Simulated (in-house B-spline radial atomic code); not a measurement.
PBE0 excitations of Ta⁵⁺

Method: PBE0. Computed with an all-electron radial atomic-structure program (B-spline basis): linear response of the closed shell [Xe] 4f14 with the functional's adiabatic kernel; scalar-relativistic (spin-free one-electron X2C), finite nucleus, no spin-orbit coupling, no double excitations, S, P, D and F terms only; shells from n = 3 respond. Only terms of natural parity with L up to 3 were computed.

Spin-orbit coupling is strong here, so these LS terms don't match observed levels.

Command:
```bash
python run_td.py task.json out
```
Settings (radii: box in bohr, nucleus in fm):
```
Z                        73
electrons                68
configuration            [Xe] 4f14
hamiltonian              x2c
method                   pbe0
box_radius               16.35
rms_radius               5.3507
intervals                70
```

Cost of the run: 8.5 s on 1 thread of Arm Neoverse N1, on a shared host.

The lowest states, in the order of their Tamm-Dancoff energies; the method's threshold (minus the highest occupied level) is 86.54 eV. Labels give the largest channel, * marks a mixed state, and oscillator strengths are full-response dipole values. Semilocal kernels can invert the small singlet-triplet splittings of Rydberg terms. Energies in eV:

```csv
state,full response,Tamm-Dancoff,oscillator strength
4f → 5d 3P,?,?,-
4f → 5d 3F,29.237,29.267,-
4f → 5d 1F,29.936,29.944,-
4f → 5d 1P,31.10,31.32,0.13
4f → 6s 3F,?,?,-
4f → 6s 1F,37.79,37.79,-
5p → 5d 3P,39.28,39.36,-
5p → 5d 3F,39.81,39.91,-
5p → 5d 1F,42.08,42.11,-
4f → 6p 3D,47.00,47.00,-
4f → 6p 1D,47.34,47.35,-
5p → 6s 3P,48.74,48.75,-
```

Question: Where does 4f → 6s 3F lie?

Answer: At 37.62 eV in full response, 37.63 eV in Tamm-Dancoff.

Question: Where does 4f → 5d 3P lie?

Answer: At 28.552 eV in full response, 28.609 eV in Tamm-Dancoff.

Question: How large is the singlet-triplet splitting of 4f → 5d (F terms) in Tamm-Dancoff?

Answer: 0.677 eV, from the unrounded values.

Question: What polarisabilities and dispersion coefficient does the method give?

Answer: Dipole 2.52 bohr³, quadrupole 3.546 bohr⁵, C6 10.47 hartree·bohr⁶ for two such species.
